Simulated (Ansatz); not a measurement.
```yaml
crystal:
  periodic: [false, false, false]
  atoms:
    - {symbol: Si, position_ang: [0.876480, -0.237074, 0.827944]}
    - {symbol: B, position_ang: [0.876480, -0.537074, 0.527944]}
    - {symbol: Br, position_ang: [1.755264, -1.806750, -0.580563]}
    - {symbol: H, position_ang: [-1.718271, -0.473036, -0.698807]}
    - {symbol: H, position_ang: [-0.207346, 1.264532, -1.420883]}
    - {symbol: H, position_ang: [-1.288287, 1.427230, 0.738262]}
    - {symbol: H, position_ang: [1.321134, -0.431206, 1.628530]}
basis:
  gaussian: {orbitals: def2-mTZVP}
hamiltonian: {xc: {name: B97}}
accuracy: high
output: {forces: true}
```

```sh
$ ansatz run in.yaml --threads 2 --pin off --events-out ev --progress --plain --max-ram 4352MiB
```

Shortened log:

```
Functional definition: B97
  name "B97"
  cite "Becke, J. Chem. Phys. 107, 8554 (1997) doi:10.1063/1.475007"
  parameter cx = 0.1943
  parameter cx0 = 0.8094
  parameter cx1 = 0.5073
  parameter cx2 = 0.7481
  parameter css0 = 0.1737
  parameter css1 = 2.3487
  parameter css2 = -2.4868
  parameter cos0 = 0.9454
  parameter cos1 = 0.7471
  parameter cos2 = -4.5961
  exchange = spin_sum(e_x_unif_s*poly(b97_u_x, cx0, cx1, cx2)) + cx*exact_x
  correlation = spin_sum(e_c_pw_same_spin*poly(b97_u_same, css0, css1, css2))
      + integral(e_c_pw_opposite_spin*poly(b97_u_opposite, cos0, cos1, cos2))
1609 factors; integrals over basis functions are off by at most 4.5e-9 eV
mean field evaluation 1: about -78191.8218 eV, gradient 1.6e2 eV
mean field evaluation 2: about -77930.4691 eV, gradient 2.4e2 eV
mean field evaluation 4: about -78208.3519 eV, gradient 9.6e1 eV
mean field evaluation 8: about -78263.7240 eV, gradient 2.9e1 eV
mean field evaluation 16: about -78269.1307 eV, gradient 1.1e1 eV
mean field evaluation 32: about -78270.0815 eV, gradient 5.6e-5 eV
mean field -78270.08148262 eV, -2876.3724411198 hartree, gradient 2.3e-8 eV, S^2 0.000000; 3 other end points of the search recorded, 0 dependent functions left out
the calculation of the forces begins
reference -78270.08148474 eV, -2876.3724411976 hartree; 29, 29 occupied and 60, 60 virtual orbitals, 1609 factors
Total energy: -78270.08148474 eV, -2876.3724411976 hartree
Atom 0 at     0.876480    -0.237074     0.827944 Å, force   -17.040429  1629.880172  1595.992999 eV/Å
Atom 1 at     0.876480    -0.537074     0.527944 Å, force    -6.188758 -1618.699146 -1628.133478 eV/Å
Atom 2 at     1.755264    -1.806750    -0.580563 Å, force     3.223425    -3.935563    -2.298370 eV/Å
Atom 3 at    -1.718271    -0.473036    -0.698807 Å, force     0.911915     1.453980    -0.582688 eV/Å
Atom 4 at    -0.207346     1.264532    -1.420883 Å, force    -1.059456    -1.222141    -0.048514 eV/Å
Atom 5 at    -1.288287     1.427230     0.738262 Å, force     1.038147    -0.858125     0.621547 eV/Å
Atom 6 at     1.321134    -0.431206     1.628530 Å, force    19.115157    -6.619177    34.448505 eV/Å
Dipole moment:     0.375263    -0.188410     0.170241 e Å
```

Something in this input is off. What?

One atom was put on top of another. Self-consistency was reached. The result belongs to that input, not to the molecule as meant.
